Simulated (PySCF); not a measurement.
A GIAO shielding run with PySCF 2.14.0 with density-fitted response routines (density fitting, non-relativistic, gas phase) on SMILES CC(=C)S[SiH2]NC, C4H11NSSi:

```
$ OMP_NUM_THREADS=1 python probes_run.py task.json out

{"job": {"kind": "nmr", "xc": "PBE0", "basis": "pcSseg-1"}, "charge": 0, "multiplicity": 1}
C     -0.983529     1.052668     0.744398
C     -1.752513     0.129747     0.188613
C     -3.244128     0.221854     0.126165
S     -1.152392    -1.361698    -0.563832
Si     0.991724    -1.371670    -0.387866
N      1.575231    -0.027999    -1.269767
C      2.977672     0.276737    -1.417531
H     -1.423334     1.932083     1.185188
H      0.088059     0.976756     0.782750
H     -3.589580     1.163902     0.544505
H     -3.578735     0.142018    -0.906759
H     -3.691056    -0.602571     0.679838
H      1.310825    -2.710807    -0.881444
H      1.395616    -1.215628     1.006127
H      1.022053     0.327476    -2.036394
H      3.499520    -0.038449    -0.517159
H      3.428455    -0.239483    -2.270942
H      3.117352     1.351382    -1.547066
```

Hardware: 1 thread of an Intel Xeon, shared host. The job also computes population analyses, field gradients.

Question: How large is the calculation?

Answer: 72 electrons, 188 basis functions and 1016 auxiliary functions.

Question: How long does it take, and how much memory does it need?

Answer: 79 s of wall time, with 13 SCF cycles and 5 response iterations; peak memory 0.84 GiB. Times on a shared host scatter by some tens of per cent.
